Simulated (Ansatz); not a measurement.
`CCCSC` + `OB(F)F` → `CCOB(F)F` + `CSC`  (substitution at a C–C bond)

Calculated with Ansatz (gas phase, PBE0-D4/def2-TZVP geometries, no zero-point term in ΔE). CCSD(T)/CBS adds triple-zeta CCSD(T) − MP2 to the extrapolated MP2 energy (def2 sets, frozen cores). This one scheme is used for every species. Functionals use def2-TZVPP. One conformer a species, not always the lowest.

Task: Is it downhill or uphill in electronic energy at CCSD(T)/CBS, and by how much? (An estimate is asked.)

Result: Ansatz gave: Uphill: ΔE = +44.4 kJ/mol.

Task: What do these levels give: revPBE-D4, r2SCAN0-D4, ωB97X-V, r2SCAN, PBE0, CCSD/CBS(def2)? (An estimate is asked.)

Result: Computed: revPBE-D4 43.3, r2SCAN0-D4 40.4, ωB97X-V 36.5, r2SCAN 36.8, PBE0 38.5, CCSD/CBS(def2) 42.4 kJ/mol.

Largest T1 diagnostic among the species: 0.012.

From BLYP to BHLYP (50 % exact exchange), in def2-TZVPP and without D4, ΔE moves by +4.0 kJ/mol. The D4 term adds +6.7 kJ/mol with B3LYP and +3.8 kJ/mol with PBE0; it sums over pairs of atoms, weighted by their polarisabilities, and B3LYP, whose exchange is more repulsive, gets the larger term. In def2-TZVPP, CCSD(T) changes the Hartree–Fock value by +18.3 kJ/mol (the triples alone add +2.1 kJ/mol) and MP2 by +26.1 kJ/mol.

B3LYP here is the variant with VWN-RPA as its local correlation; programs differ in this.
